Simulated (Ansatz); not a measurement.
Species: SbF₂, net charge 1, singlet state. 
Geometry from a B3LYP-D3(BJ)/def2-TZVP (Ansatz, a first-principles code) optimisation:
```xyz
3

Sb     0.0237    -0.0142     0.3216
F      0.6537     1.2143    -0.9127
F     -0.7882    -1.1339    -0.9099
```
Charge +1, spin multiplicity 1.

Give the harmonic wavenumbers at B3LYP-D3(BJ)/def2-TZVP (Ansatz, finite differences of forces, unscaled).

223, 711, 721 cm⁻¹. Zero-point energy 2.4 kcal/mol.

From these and the geometry, give the ideal-gas thermochemistry at 298.15 K and 1 atm (rigid rotor, harmonic oscillator).

Point group C2v, rotational symmetry number 2. Rotational constants 11.39, 7.006, 4.339 GHz. S(trans) 41.11, S(rot) 22.97, S(vib) 2.51, S(elec, spin only) 0.00, S 66.6 cal/(mol K). H(298) - H(0) 2.83 kcal/mol; G - E(el) -14.7 kcal/mol.
